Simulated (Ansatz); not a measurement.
Reaction (atomization): `CC[O][SbH][O]C` → 3 C• + 9 H• + 2 O• + Sb•

Gas-phase electronic energies from Ansatz, PBE0-D4/def2-TZVP geometries. CBS: MP2 limit from def2 TZ/QZ plus the TZ coupled-cluster correction, frozen cores. This one scheme is used for every species, atoms too. No spin–orbit coupling; open shells (•) take unrestricted orbitals. Spin–orbit coupling would lower the free atoms: a little for C, O. def2 core potentials past Kr. Bonds to Sb are less sure, by a few kJ/mol each and by 10 to 20 or more in all where they break to atoms, as the def2 sets lack core-valence functions. One conformer a species, not always the lowest.

```
         level  ΔE (eV)
 HF/def2-TZVPP    39.50
CCSD/CBS(def2)    55.62
```

Problem. What does CCSD(T)/CBS give? (Estimate.)

Solution. Ansatz gave: +56.54 eV. The listed levels differ from it by -17.04, -0.92 eV.

Largest T1 diagnostic among the species: 0.014.

The D4 term adds +0.54 eV with B3LYP and +0.29 eV with PBE0; it sums over pairs of atoms, weighted by their polarisabilities, and B3LYP, whose exchange is more repulsive, gets the larger term. In def2-TZVPP, CCSD(T) changes the Hartree–Fock value by +15.39 eV (the triples alone add +0.92 eV) and MP2 by +16.02 eV; breaking electron pairs costs correlation energy, which Hartree–Fock lacks.

B3LYP here is the variant with VWN-RPA as its local correlation; programs differ in this.

For atomizations the MP2-based limit and the directly extrapolated one differ by several kJ/mol either way, and by 10 to 25 for some Ge, Se and Sn compounds, so smaller differences from it don't rank the levels.
